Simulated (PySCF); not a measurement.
An unknown shows these calculated signals:

$^{1}$H NMR (400 MHz, computed): δ 9.84 (s, 1H), 8.63 (s, 1H), 1.82 (m, 1H), 1.61 (m, 2H), 1.29 (m, 2H).

$^{13}$C{$^{1}$H} NMR (computed): δ 171.9 (C), 160.7 (CH), 152.4 (CH), 17.5 (CH2), 16.5 (CH).

[PySCF 2.14: NMR shieldings at PBE0/pcSseg-1/GIAO; GFN2-xTB geometry; rapidly exchanging positions averaged; no relativistic terms; in vacuum; a single conformation]

δ = σ(ref) − σ, references computed at the same level: $^{1}$H (σref 31.72), $^{13}$C (σref 186.93) vs TMS.

Q: Which of these does the molecule contain: a Si–CH3 group, a heteroaromatic ring, a three-membered ring, an ester, a benzene ring?

A: 
- A Si–CH3 group: no.
- A heteroaromatic ring: yes.
- A three-membered ring: yes.
- An ester: no.
- A benzene ring: no.

The data belong to SMILES c1ncc(C2CC2)nn1, C₆H₇N₃; they needn't prove each group on their own.

Carbon signals by region: 2 in the far downfield region (above 160 ppm), 1 in the sp2 and nitrile region (100–160 ppm), 2 below 50 ppm. Above 160 ppm: 171.9, substituted aromatic carbon next to a ring nitrogen, 160.7, aromatic CH between two ring heteroatoms.

Shifts are as computed. Against solution values, carbons near 30 ppm lie about +3 ppm off and those near 130 ppm about +5 ppm. Of 1211 compounds with measured shifts, 218 miss one by over three times the rms of a fit or turn the order of signals round; such compounds aren't used in these exercises. No couplings were computed; multiplicities are counted from neighbouring protons, with m where these are inequivalent, close in shift, in a saturated or five-membered ring or joined by F or P, and br s for small geminal =CH2 splittings.
